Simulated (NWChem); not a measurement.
The numbers come from NWChem runs, not from measurements. System: CH6ClFSi2, charge 0, spin multiplicity 1, at a geometry optimised with B3LYP/def2-SVP. The structure started from a generated list of species. Level: RHF/def2-SVP.

The NWChem input:

```
start mol
memory heap 200 mb stack 800 mb global 1000 mb
geometry units angstroms nocenter noautoz noautosym
  Si     1.560565     0.375655     0.389386
  F      3.114284    -0.127222     0.363394
  C      0.500231    -0.967962    -0.384330
  Si    -1.223283    -0.477416    -0.943073
  Cl    -2.156933     0.622035     0.571239
  H      1.191888     0.612931     1.807505
  H      1.488054     1.631697    -0.404364
  H      1.032380    -1.347059    -1.277267
  H      0.425186    -1.810980     0.324407
  H     -1.156854     0.387727    -2.151218
  H     -2.064689    -1.671485    -1.223088
end
basis spherical
  * library def2-svp
end
scf
  rhf
  nopen 0
  maxiter 100
  thresh 1e-7
  semidirect memsize 60000000 filesize 0
end
task scf energy
```

Part of the output:

```
             Northwest Computational Chemistry Package (NWChem) 7.3.0
             --------------------------------------------------------

                                NWChem Input Module
                                -------------------

 Scaling coordinates for geometry "geometry" by  1.889725989
 (inverse scale =  0.529177249)

                             Geometry "geometry" -> ""
                             -------------------------

 Output coordinates in angstroms (scale by  1.889725989 to convert to a.u.)

  No.       Tag          Charge          X              Y              Z
 ---- ---------------- ---------- -------------- -------------- --------------
    1 Si                  14.0000     1.56056500     0.37565500     0.38938600
    2 F                    9.0000     3.11428400    -0.12722200     0.36339400
    3 C                    6.0000     0.50023100    -0.96796200    -0.38433000
    4 Si                  14.0000    -1.22328300    -0.47741600    -0.94307300
    5 Cl                  17.0000    -2.15693300     0.62203500     0.57123900
    6 H                    1.0000     1.19188800     0.61293100     1.80750500
    7 H                    1.0000     1.48805400     1.63169700    -0.40436400
    8 H                    1.0000     1.03238000    -1.34705900    -1.27726700
    9 H                    1.0000     0.42518600    -1.81098000     0.32440700
   10 H                    1.0000    -1.15685400     0.38772700    -2.15121800
   11 H                    1.0000    -2.06468900    -1.67148500    -1.22308800

 Effective nuclear repulsion energy (a.u.)     348.0684981623

            Nuclear Dipole moment (a.u.)
            ----------------------------
        X                 Y               Z
 ---------------- ---------------- ----------------
    -0.0000113384     0.0000037795    -0.0000264562


 Summary of "ao basis" -> "" (spherical)
 ------------------------------------------------------------------------------
       Tag                 Description            Shells   Functions and Types
 ---------------- ------------------------------  ------  ---------------------
[...]
 Vector   34  Occ=0.000000D+00  E= 1.419746D-01
              MO Center= -4.9D-01, -4.1D-01, -8.2D-01, r^2= 5.7D+00
   Bfn.  Coefficient  Atom+Function         Bfn.  Coefficient  Atom+Function
  ----- ------------  ---------------      ----- ------------  ---------------
    35      1.014307   3 C  s                58      0.792473   4 Si py
    57     -0.742960   4 Si px               59      0.547558   4 Si pz
    68     -0.521122   5 Cl s                12      0.413181   1 Si py
    11     -0.376764   1 Si px               77      0.374182   5 Cl pz
   109      0.317189  11 H  s                99     -0.266887   9 H  s

 Vector   35  Occ=0.000000D+00  E= 1.473027D-01
              MO Center=  1.8D-01, -4.1D-01, -2.8D-01, r^2= 6.5D+00
   Bfn.  Coefficient  Atom+Function         Bfn.  Coefficient  Atom+Function
  ----- ------------  ---------------      ----- ------------  ---------------
    35      2.329809   3 C  s                99     -0.845339   9 H  s
    57     -0.767017   4 Si px               94     -0.694752   8 H  s
    11      0.574966   1 Si px               59     -0.531057   4 Si pz
   109     -0.520329  11 H  s                50     -0.446712   4 Si s
    49      0.401091   4 Si s                12      0.374361   1 Si py

 Vector   36  Occ=0.000000D+00  E= 1.628029D-01
              MO Center=  1.6D-01, -3.0D-01, -1.7D-01, r^2= 6.5D+00
   Bfn.  Coefficient  Atom+Function         Bfn.  Coefficient  Atom+Function
  ----- ------------  ---------------      ----- ------------  ---------------
    59      0.999564   4 Si pz               11      0.791233   1 Si px
    84      0.557507   6 H  s               104      0.555920  10 H  s
    35     -0.525916   3 C  s                99      0.523629   9 H  s
    12     -0.466837   1 Si py               68     -0.421295   5 Cl s
    21     -0.377829   2 F  s                89      0.316863   7 H  s

 center of mass
 --------------
 x =   0.00152052 y =   0.03925066 z =   0.05656044

 moments of inertia (a.u.)
 ------------------
         366.373391822135          83.867859805522        -110.019558552099
          83.867859805522        1880.509726457385        -126.535988261629
        -110.019558552099        -126.535988261629        1846.345253478597

  Mulliken analysis of the total density
  --------------------------------------

    Atom       Charge   Shell Charges
 -----------   ------   -------------------------------------------------------
    1 Si  14    12.95   2.00  1.99  0.90  0.10  5.94  1.13  0.55  0.33
    2 F    9     9.49   1.99  1.11  0.83  3.34  2.21  0.00
    3 C    6     6.72   1.99  0.85  0.43  2.07  1.36  0.02
    4 Si  14    13.14   2.00  1.99  0.96  0.05  5.94  1.17  0.73  0.29
    5 Cl  17    17.37   2.00  1.99  1.19  0.77  5.94  2.09  3.36  0.02
    6 H    1     1.14   0.75  0.38  0.01
    7 H    1     1.16   0.75  0.39  0.01
    8 H    1     0.89   0.72  0.14  0.03
    9 H    1     0.89   0.72  0.14  0.03
   10 H    1     1.12   0.75  0.36  0.01
   11 H    1     1.12   0.75  0.36  0.01

       Multipole analysis of the density wrt the origin
       ------------------------------------------------

     L   x y z        total         open         nuclear
     -   - - -        -----         ----         -------
     0   0 0 0     -0.000000      0.000000     66.000000

     1   1 0 0     -0.259990      0.000000     -0.000011
     1   0 1 0     -0.434336      0.000000      0.000004
     1   0 0 1     -0.483598      0.000000     -0.000026

     2   2 0 0    -47.952684      0.000000    833.515394
     2   1 1 0      1.519229      0.000000    -31.767521
     2   1 0 1      0.432282      0.000000     64.743234
     2   0 2 0    -38.746212      0.000000    102.090544
     2   0 1 1      0.464074      0.000000     67.847513
     2   0 0 2    -38.640663      0.000000    119.584675

 Task  times  cpu:        5.8s     wall:        5.8s

 Total times  cpu:        5.8s     wall:        5.8s
```
